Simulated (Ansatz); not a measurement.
Energy needed to pull apart SiH4TeO (SMILES O[SiH2][TeH]), singlet, into free ground-state atoms, from the structure below (displaced at random from a GFN2-xTB minimum); no zero-point or spin–orbit terms; open-shell atoms are treated unrestricted, in their ground-state multiplicity.

```csv
atom,x (Å),y (Å),z (Å)
O1,-1.2285,-0.5256,-0.4895
Si2,-0.1117,0.5314,0.1107
Te3,1.5513,-0.8336,1.4436
H4,-1.9493,-0.2771,-1.0692
H5,0.4467,1.2802,-1.0718
H6,-0.7803,1.5272,1.0143
H7,1.9955,-1.6851,0.0936
```

Ansatz 0.2.0; basis: def2-TZVPP; cores frozen in the correlated methods. Filled d shells of the heavier atoms are correlated. Core potentials replace the inner electrons of the atoms past krypton. The def2 sets are not built for correlating such inner shells, so the correlated values are less sure here.

```csv
method,atomization energy (kJ/mol)
PBE-D4,2110
r2SCAN-D4,2100
PBE0-D4,2073
HSE06-D4,?
LC-wPBE,2059
wB97M-V,2098
HF,1476
MP2,2067
CCSD,?
CCSD(T),2050
```

**Question.** What does HSE06-D4 give? (To be estimated.)

**Answer.** Computed: 2074 kJ/mol, which is about 24 kJ/mol more than CCSD(T)/def2-TZVPP.

**Question.** What does CCSD give? (Judge from chemistry; the value comes from the calculation.)

**Answer.** By the calculation: 2018 kJ/mol, which is about 32 kJ/mol less than CCSD(T)/def2-TZVPP.

In triple zeta the MP2 and coupled-cluster atomization energies are still short of their basis limit by a few kcal/mol a bond, whereas those of the functionals are nearly converged, so these differences are not deviations from converged CCSD(T).

The T1 diagnostic stays at or below 0.012.

For scale, one of the runs: CCSD(T)/def2-TZVPP forces, 179 basis functions (an equivalent command: `ansatz run in.yaml --threads 4`). Time: 4.5 min of wall clock on 4 CPU threads; the host was shared. Peak host memory: 3.5 GiB.
